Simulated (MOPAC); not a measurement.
MOPAC input (PM7):

```
PM7 PRECISE GNORM=0.05 LET XYZ UHF MS=0.5 GEO-OK AUX(PRECISION=9) THREADS=1
C3H7Si

C    -2.21577800 1    0.65367000 1   -0.01180500 1
C    -1.28377900 1   -0.17100800 1    0.38314500 1
C    -0.14816000 1   -0.69771800 1   -0.44821200 1
Si    1.48938200 1    0.13421600 1    0.00351400 1
H    -3.07619900 1    1.15227700 1    0.40303000 1
H    -1.29205500 1   -0.49721800 1    1.42897700 1
H    -0.03706600 1   -1.77524800 1   -0.29570500 1
H    -0.34236200 1   -0.53317500 1   -1.50971200 1
H     2.60508500 1   -0.49479000 1   -0.74531900 1
H     1.43201500 1    1.57655700 1   -0.32564700 1
H     1.74553200 1   -0.01709500 1    1.45640300 1
```

Output:

```
 *******************************************************************************
 **                                                                           **
 **                              MOPAC v23.2.5                                **
 **                                                                           **
 *******************************************************************************
 ** MOPAC's Digital Object Identifier: https://doi.org/10.5281/zenodo.6511958 **
 **                                                                           **
 ** Please cite the open-source release paper for use of this MOPAC version:  **
 ** J. E. Moussa and J. J. P. Stewart (2026)                                  **
 ** MOPAC: An open-source semiempirical molecular orbital program             **
 ** J. Open Source Softw., 11(119), 8025, https://doi.org/10.21105/joss.08025 **
 *******************************************************************************

                              PM7 CALCULATION RESULTS

 *******************************************************************************
 *  PM7        - The PM7 Hamiltonian to be used
 *  GEO-OK     - OVERRIDE INTERATOMIC DISTANCE AND OTHER SAFETY CHECKS
 *  UHF        - UNRESTRICTED HARTREE-FOCK CALCULATION
 *  MS=        - IN MECI, MAGNETIC COMPONENT OF SPIN =  0.5
 *  LET        - OVERRIDE SOME SAFETY CHECKS
 *  PRECISE    - TIGHTER CRITERIA TO BE USED
 *  XYZ        - CARTESIAN COORDINATE SYSTEM TO BE USED
 *  GNORM      - EXIT WHEN GRADIENT NORM DROPS BELOW 0.050
 *  AUX        - OUTPUT AUXILIARY INFORMATION
 *******************************************************************************
PM7 PRECISE GNORM=0.05 LET XYZ UHF MS=0.5 GEO-OK AUX(PRECISION=9) THREADS=1
 C3H7Si

   ATOM   CHEMICAL          X               Y               Z
  NUMBER   SYMBOL      (ANGSTROMS)     (ANGSTROMS)     (ANGSTROMS)

     1       C         -2.21577800  *   0.65367000  *  -0.01180500  *
     2       C         -1.28377900  *  -0.17100800  *   0.38314500  *
     3       C         -0.14816000  *  -0.69771800  *  -0.44821200  *
     4      Si          1.48938200  *   0.13421600  *   0.00351400  *
     5       H         -3.07619900  *   1.15227700  *   0.40303000  *
     6       H         -1.29205500  *  -0.49721800  *   1.42897700  *
     7       H         -0.03706600  *  -1.77524800  *  -0.29570500  *
     8       H         -0.34236200  *  -0.53317500  *  -1.50971200  *
     9       H          2.60508500  *  -0.49479000  *  -0.74531900  *
    10       H          1.43201500  *   1.57655700  *  -0.32564700  *
    11       H          1.74553200  *  -0.01709500  *   1.45640300  *

          CARTESIAN COORDINATES

    NO.       ATOM           X           Y           Z

     1         C         -2.2158      0.6537     -0.0118
     2         C         -1.2838     -0.1710      0.3831
     3         C         -0.1482     -0.6977     -0.4482
     4        Si          1.4894      0.1342      0.0035
     5         H         -3.0762      1.1523      0.4030
     6         H         -1.2921     -0.4972      1.4290
     7         H         -0.0371     -1.7752     -0.2957
     8         H         -0.3424     -0.5332     -1.5097
     9         H          2.6051     -0.4948     -0.7453
    10         H          1.4320      1.5766     -0.3256
    11         H          1.7455     -0.0171      1.4564

 General Reference for PM7:
 "Optimization of Parameters for Semiempirical Methods VI: More Modifications to the
 NDDO Approximations and Re-optimization of Parameters", J. J. P. Stewart, J. Mol. Mod., 1:32, 19 (2013)
 https://link.springer.com/article/10.1007/s00894-012-1667-x

           Empirical Formula: C3 H7 Si  =    11 atoms

      MOLECULAR POINT GROUP   :   C1

          UHF CALCULATION, NO. OF ALPHA ELECTRONS =   12
                           NO. OF BETA  ELECTRONS =   11

          Geometry optimization using EF

          DIAGONAL MATRIX USED AS START HESSIAN

 CYCLE:     1  GRAD.:   211.464 HEAT:  62.55859
 CYCLE:     2  GRAD.:   346.696 HEAT:  100.1884
 CYCLE:     3  GRAD.:   206.949 HEAT:  71.23442
 CYCLE:     4  GRAD.:   418.688 HEAT:  86.33317
 CYCLE:     5  GRAD.:   128.706 HEAT:  62.20582
 CYCLE:     6  GRAD.:   291.192 HEAT:  82.40480
 CYCLE:     7  GRAD.:   224.021 HEAT:  60.17229
 CYCLE:     8  GRAD.:   201.799 HEAT:  76.51792
 CYCLE:     9  GRAD.:   135.446 HEAT:  59.73471
 CYCLE:    10  GRAD.:   170.715 HEAT:  65.51358
 CYCLE:    11  GRAD.:    80.716 HEAT:  57.38718
 CYCLE:    12  GRAD.:   139.394 HEAT:  61.79304
 CYCLE:    13  GRAD.:    83.244 HEAT:  56.42505
 CYCLE:    14  GRAD.:   260.441 HEAT:  59.46093
 CYCLE:    15  GRAD.:    30.407 HEAT:  55.73944
 CYCLE:    16  GRAD.:    49.173 HEAT:  56.36194
 CYCLE:    17  GRAD.:     7.266 HEAT:  55.50534
 CYCLE:    18  GRAD.:    30.675 HEAT:  55.50270
 CYCLE:    19  GRAD.:    15.113 HEAT:  55.30561
 CYCLE:    20  GRAD.:    14.738 HEAT:  55.16519
 CYCLE:    21  GRAD.:     7.655 HEAT:  55.02923
 CYCLE:    22  GRAD.:    12.283 HEAT:  55.01250
 CYCLE:    23  GRAD.:     7.406 HEAT:  54.92241
 CYCLE:    24  GRAD.:     3.155 HEAT:  54.90896
 CYCLE:    25  GRAD.:     2.565 HEAT:  54.89056
 CYCLE:    26  GRAD.:     1.571 HEAT:  54.87981
 CYCLE:    27  GRAD.:     2.137 HEAT:  54.87281
 CYCLE:    28  GRAD.:     4.213 HEAT:  54.86206
 CYCLE:    29  GRAD.:     9.041 HEAT:  54.83493
 CYCLE:    30  GRAD.:    20.317 HEAT:  54.80188
 CYCLE:    31  GRAD.:    50.939 HEAT:  54.89225
 CYCLE:    32  GRAD.:     1.718 HEAT:  54.75277
 CYCLE:    33  GRAD.:     6.039 HEAT:  54.74492
 CYCLE:    34  GRAD.:     3.838 HEAT:  54.73792
 CYCLE:    35  GRAD.:     2.620 HEAT:  54.73042
 CYCLE:    36  GRAD.:     0.397 HEAT:  54.72893
 CYCLE:    37  GRAD.:     0.556 HEAT:  54.72847
 CYCLE:    38  GRAD.:     0.390 HEAT:  54.72820
 CYCLE:    39  GRAD.:     0.131 HEAT:  54.72810
 CYCLE:    40  GRAD.:     0.118 HEAT:  54.72802
 CYCLE:    41  GRAD.:     0.160 HEAT:  54.72792
 CYCLE:    42  GRAD.:     0.306 HEAT:  54.72784
 CYCLE:    43  GRAD.:     0.131 HEAT:  54.72778
 CYCLE:    44  GRAD.:     0.093 HEAT:  54.72776
 CYCLE:    45  GRAD.:     0.078 HEAT:  54.72773
 CYCLE:    46  GRAD.:     0.119 HEAT:  54.72769
 CYCLE:    47  GRAD.:     0.551 HEAT:  54.72769
 CYCLE:    48  GRAD.:     0.272 HEAT:  54.72758
 CYCLE:    49  GRAD.:     0.114 HEAT:  54.72749
 CYCLE:    50  GRAD.:     0.163 HEAT:  54.72730
 CYCLE:    51  GRAD.:     0.183 HEAT:  54.72721
 CYCLE:    52  GRAD.:     0.169 HEAT:  54.72716
 CYCLE:    53  GRAD.:     0.168 HEAT:  54.72711
 CYCLE:    54  GRAD.:     0.101 HEAT:  54.72709
 CYCLE:    55  GRAD.:     0.049 HEAT:  54.72708

     GRADIENT =  0.04894 IS LESS THAN CUTOFF =  0.05000

 -------------------------------------------------------------------------------
 PM7 PRECISE GNORM=0.05 LET XYZ UHF MS=0.5 GEO-OK AUX(PRECISION=9) THREADS=1
 C3H7Si

     GEOMETRY OPTIMISED USING EIGENVECTOR FOLLOWING (EF).
     SCF FIELD WAS ACHIEVED

                              PM7 CALCULATION
                                                       MOPAC v23.2.5 Linux

          FINAL HEAT OF FORMATION =         54.72708 KCAL/MOL =     228.97811 KJ/MOL

          COSMO AREA              =        127.52 SQUARE ANGSTROMS
          COSMO VOLUME            =        118.89 CUBIC ANGSTROMS

          GRADIENT NORM           =          0.04894          =       0.01476 PER ATOM
          IONIZATION POTENTIAL    =          9.101350 EV
          ALPHA SOMO LUMO (EV)    =         -9.101  0.918
          BETA  SOMO LUMO (EV)    =         -9.765  0.705
          NO. OF ALPHA ELECTRONS  =         12
          NO. OF BETA  ELECTRONS  =         11
          MOLECULAR WEIGHT        =         71.1738         POINT GROUP:  C1

          MOLECULAR DIMENSIONS (Angstroms)

            Atom       Atom       Distance
            H     9    H     5     5.55986
            H     7    H    10     3.66854
            H    11    H     8     3.07703

          SCF CALCULATIONS        =         56

   ATOM   CHEMICAL          X               Y               Z
  NUMBER   SYMBOL      (ANGSTROMS)     (ANGSTROMS)     (ANGSTROMS)

     1       C         -2.10455707  *   0.69590963  *   0.11021053  *
     2       C         -1.26677474  *  -0.26366322  *   0.45680346  *
     3       C         -0.15157832  *  -0.73796071  *  -0.41579264  *
     4      Si          1.41800119  *   0.18130840  *  -0.01157990  *
     5       H         -2.73022033  *   1.44182487  *  -0.18515786  *
     6       H         -1.39720893  *  -0.77892782  *   1.41729121  *
     7       H         -0.00807136  *  -1.84078586  *  -0.29489349  *
     8       H         -0.41046368  *  -0.60026623  *  -1.49691576  *
     9       H          2.49524272  *  -0.34138352  *  -0.83844315  *
    10       H          1.26427489  *   1.60123173  *  -0.28516912  *
    11       H          1.76735592  *  -0.00601521  *   1.38759583  *

                             CARTESIAN COORDINATES

   1    C       -2.104557071     0.695909632     0.110210529
   2    C       -1.266774738    -0.263663225     0.456803457
   3    C       -0.151578323    -0.737960707    -0.415792642
   4   Si        1.418001194     0.181308402    -0.011579898
   5    H       -2.730220332     1.441824872    -0.185157856
   6    H       -1.397208926    -0.778927817     1.417291212
   7    H       -0.008071362    -1.840785856    -0.294893492
   8    H       -0.410463679    -0.600266229    -1.496915762
   9    H        2.495242720    -0.341383523    -0.838443146
  10    H        1.264274887     1.601231730    -0.285169125
  11    H        1.767355916    -0.006015207     1.387595827

           Empirical Formula: C3 H7 Si  =    11 atoms

      MOLECULAR POINT GROUP   :   C1

          ALPHA EIGENVALUES
 -28.05346 -23.44124 -19.25647 -17.38899 -16.08779 -14.73921 -13.19829 -12.72277
 -12.38633 -12.13229 -10.07742  -9.10135   0.91822   1.87847   2.66566   2.67700
   4.45510   5.10981   5.61566   5.88181   6.28216   6.82318   8.21494  21.12696
  21.20657  21.91985  22.04718  22.37397

           BETA EIGENVALUES
 -27.96660 -23.18956 -18.98309 -17.37505 -15.89945 -14.53491 -13.08955 -12.70099
 -12.36100 -12.10361  -9.76513   0.70508   1.20968   1.89012   2.66146   2.67465
   4.55831   5.20857   5.87137   6.00604   6.30382   7.05358   8.21389  21.12393
  21.20470  21.91528  22.04183  22.37320

              NET ATOMIC CHARGES AND DIPOLE CONTRIBUTIONS

  ATOM NO.   TYPE          CHARGE      No. of ELECS.   s-Pop       p-Pop       d-Pop
    1          C          -0.238736        4.2387     1.17153     3.06721
    2          C          -0.119103        4.1191     1.07103     3.04807
    3          C          -0.463635        4.4636     1.05418     3.40945
    4         Si           0.046185        3.9538     0.89683     2.91495     0.14204
    5          H           0.174340        0.8257     0.82566
    6          H           0.161674        0.8383     0.83833
    7          H           0.171711        0.8283     0.82829
    8          H           0.176325        0.8237     0.82368
    9          H           0.029044        0.9710     0.97096
   10          H           0.031937        0.9681     0.96806
   11          H           0.030259        0.9697     0.96974
 DIPOLE           X         Y         Z       TOTAL
 POINT-CHG.     0.863    -0.191     0.011     0.884
 HYBRID        -0.757    -0.344    -0.221     0.860
 SUM            0.106    -0.535    -0.210     0.584

          ATOMIC ORBITAL ELECTRON POPULATIONS

     Atom    s        px        py        pz      x^2-y^2     xz        z^2       yz        xy
    1  C   1.17153   1.01981   1.01864   1.02877
    2  C   1.07103   0.97660   1.01875   1.05272
    3  C   1.05418   1.12030   1.15919   1.12997
    4 Si   0.89683   0.88495   0.99756   1.03244   0.04002   0.03340   0.03253   0.00936   0.02674
    5  H   0.82566
    6  H   0.83833
    7  H   0.82829
    8  H   0.82368
    9  H   0.97096
   10  H   0.96806
   11  H   0.96974

                    (SZ)    =    0.500000
                    (S**2)  =    0.799130

          ATOMIC ORBITAL SPIN POPULATIONS

    Atom   Total    s     px     py     pz   x^2-y^2  xz     z^2    yz     xy
         Atomic
    1  C  1.2034  0.032  0.313  0.124  0.734
    2  C -0.2746 -0.014 -0.093 -0.108 -0.059
    3  C  0.0695  0.012  0.033  0.009  0.015
    4 Si -0.0123 -0.001 -0.008 -0.003 -0.001  0.000 -0.000  0.000  0.000  0.000
    5  H -0.0298 -0.030
    6  H  0.0518  0.052
    7  H -0.0043 -0.004
    8  H -0.0044 -0.004
    9  H  0.0009  0.001
   10  H -0.0001 -0.000
   11  H -0.0002 -0.000

 **********************
 *                    *
 * JOB ENDED NORMALLY *
 *                    *
 **********************

 == MOPAC DONE ==
```

The geometry given is a B3LYP-D3(BJ)/def2-TZVP minimum.
